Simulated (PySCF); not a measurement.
Species: C2H11Si3 (doublet state).
Z-matrix (Å and degrees, GFN2-xTB geometry), rows numbered from 1:
```
Si
C   1  1.8443
C   2  1.4596  1  123.63
Si  3  1.9185  2  109.37  1   118.57
Si  3  1.9186  2  109.36  1  -118.51
H   1  1.4730  2  111.14  3    59.01
H   1  1.4730  2  111.03  3   -59.05
H   1  1.4634  2  108.87  3  -179.98
H   2  1.0816  1  120.57  3  -179.95
H   3  1.0939  2  110.10  1    -0.05
H   4  1.4634  3  108.90  2    61.60
H   4  1.4643  3  109.51  2  -178.09
H   4  1.4632  3  108.50  2   -58.23
H   5  1.4645  3  109.55  2   177.97
H   5  1.4635  3  108.94  2   -61.73
H   5  1.4636  3  108.52  2    58.07
```

The hyperfine couplings belong to this conformer and change with its torsions.

As a line formula: `[SiH3][CH]C([SiH3])[SiH3]` [radical].

Computed with UKS B3LYP, pcH-1 on C H Si, non-relativistic, mean-field spin-orbit, GIAO in PySCF 2.14.0. The structure is a single GFN2-xTB conformer in the gas phase; no vibrational or solvent corrections. Couplings are sensitive to structure, and on GFN2-xTB geometries they can be far from those on DFT ones. The SCF solution wasn't tested for stability.

What is the g tensor, term by term?

```json
{"Δg (ppm)": "relativistic mass correction", "1": "-138", "2": "-138", "3": "-138"}
{"Δg (ppm)": "gauge correction", "1": "-2", "2": "22", "3": "11"}
{"Δg (ppm)": "orbital Zeeman/spin–orbit", "1": "-13", "2": "100", "3": "753"}
{"Δg (ppm)": "total", "1": "-154", "2": "-16", "3": "625"}
```

So g = 2.00217, 2.00230, 2.00294 and g_iso = 2.00247; the tensor is rhombic: the two nearest values differ by 18 % of g3 − g1. Axes: g3 points within 6° of the Si1–C2 bond.

What are the electron Larmor frequencies g μB B/h along the three axes at 3350 mT?

93.8764, 93.8828, 93.9129 GHz for g1, g2 and g3, a range of 36.5 MHz.

At 33.875 GHz, how far is the centre of the isotropic spectrum from where a free electron (g = 2.002319) resonates?

B = hν/(g μB) with μB/h = 13.99624 MHz/mT gives 1208.74 mT for the free electron and 1208.65 mT at g_iso, 0.09 mT lower.

What effective moment and Curie constant follow for a powder?

With the mean of g² = 4.0099 and S(S+1) = 0.75: μ_eff = √(⟨g²⟩S(S+1)) = 1.734 μB and χT = 0.12505·⟨g²⟩·S(S+1) = 0.376 cm³ K/mol (cgs; spin-Hamiltonian part alone).

In a frozen sample, at which fields do the three g values resonate at 9.5, 34, 94 and 263 GHz (hyperfine left aside), and which band first spreads them over more than twice a line width of 1.0 mT?

```
band    GHz  B(g3) mT  B(g2) mT  B(g1) mT  spread mT
   X    9.5    338.88    338.99    339.01       0.13
   Q   34.0   1212.83   1213.21   1213.30       0.47
   W   94.0   3353.11   3354.18   3354.41       1.30
   J  263.0   9381.56   9384.57   9385.22       3.65
```

The spread grows in proportion to the frequency. J band is the first where it exceeds 2.0 mT.

The largest Mulliken spin population is on C2 (+0.92). The angles at C2 add up to 360.0°, so it is planar; its axial dipolar tensor and the negative coupling of its proton fit spin in a p orbital normal to that plane.

The HOMO–LUMO gaps are 5.53 eV among the α and 5.93 eV among the β orbitals.
